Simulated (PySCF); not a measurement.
iodine (I$_{2}$), singlet, at a GFN2-xTB geometry (core potentials on I). Base run: PBE/def2-SVP (PySCF).

Here is a job for PySCF.
```python
from pyscf import gto, scf, dft

mol = gto.M(
    atom='''
I    -0.000000   -0.000000   -1.331921
I     0.000000    0.000000    1.331921
''',
    basis='def2-svp',
    ecp={'I': 'def2-svp'},
    charge=0,
    spin=0,
    verbose=4,
)

mf = dft.RKS(mol)
mf.xc = 'pbe'
mf.kernel()
mf.analyze()
```

The base run was repeated with changes; each row names its change, and settings that it needs were set with it.

| change | ΔE vs base (µEh) | grid points | electrons on the grid |
|---|---|---|---|
| base | 0.0 | 43920 | 50.00000 |
| grids.level = 4 | -1.4 | 63176 | 50.00000 |
| grids.level = 0 | 1399 | 5664 | 49.99981 |
| grids.atom_grid = (75, 302) | -28.9 | 26224 | 50.00000 |
| grids.becke_scheme = stratmann | -6.1 | 43920 | 50.00000 |
| grids.atom_grid = (50, 194) | -66.2 | 12392 | 50.00010 |
| grids.radi_method = mura_knowles | 0.6 | 38664 | 50.00000 |
| grids.atom_grid = (99, 590) | -0.1 | 57472 | 50.00000 |
| grids.radi_method = delley | -0.7 | 41496 | 50.00000 |
| small_rho_cutoff = 0 | 0.0 | 43920 | 50.00000 |
| grids.level = 7 | -4.2 | 179856 | 50.00000 |
